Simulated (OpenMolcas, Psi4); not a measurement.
SeO2 (selenium dioxide): the dipole moment, rung by rung

SeO2: 3 atoms, total charge 0, spin state singlet. As SMILES, `O=[Se]=O`. The shape is that of a PBE0-D4/def2-TZVP optimisation.

```xyz
3

O     0.4500   -1.2914    0.0948
Se   -0.5159   -0.0677   -0.2613
O     0.0659    1.3591    0.1664
```

Quantity: the dipole moment, in D. The values are calculated.

```tsv
level	kind	program	value (D)
SVWN5/def2-TZVPP	LDA	OpenMolcas	2.63
PBE/def2-TZVPP	GGA	OpenMolcas	2.58
revPBE/def2-TZVPP	GGA	OpenMolcas	2.55
B3LYP/def2-TZVPP	global hybrid	OpenMolcas	?
BHLYP/def2-TZVPP	global hybrid	OpenMolcas	3.09
M06-2X/def2-TZVPP	hybrid meta-GGA	OpenMolcas	?
PBE0/def2-TZVPP	global hybrid	OpenMolcas	2.80
wB97X/def2-TZVPP	range-separated hybrid	Psi4	2.97
```

**Question.** Estimate the missing values from the other rows.

**Answer.** As computed at these levels: B3LYP/def2-TZVPP: 2.84 D; M06-2X/def2-TZVPP: 2.99 D. Measured: 2.62 D (NIST CCCBDB). Nearest: SVWN5/def2-TZVPP (+0.01 D); farthest: BHLYP/def2-TZVPP (+0.47 D). The measured dipole is a vibrational average, so differences of a few hundredths of a debye mean little. Computed less measured by kind, in D (def2-TZVPP rows): LDA +0.01; GGA -0.07 to -0.04; global hybrid +0.18 to +0.47; range-separated hybrid +0.35. All-electron rows without a relativistic Hamiltonian named are non-relativistic.
